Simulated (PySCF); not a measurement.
TiOF2, SMILES [O]=[Ti]([F])[F], multiplicity 1. Coordinates come from a B3LYP-D3(BJ)/def2-SVP optimisation. The spin state was assumed, not searched.

### Question
Give the equilibrium geometry at B3LYP-D3(BJ)/def2-SVP (PySCF confirms it by a frequency run) as bond lengths and angles, and its point group. (The exact figures need the calculation; the answer reports its results.)

### Answer
point group Cs.
Atoms: Ti1 O2 F3 F4. Bonds (Å): Ti1–O2 1.594, Ti1–F3 1.778, Ti1–F4 1.778. Angles (°): O2–Ti1–F3 114.7, O2–Ti1–F4 114.7, F3–Ti1–F4 125.1.
Charge 0, spin multiplicity 1.
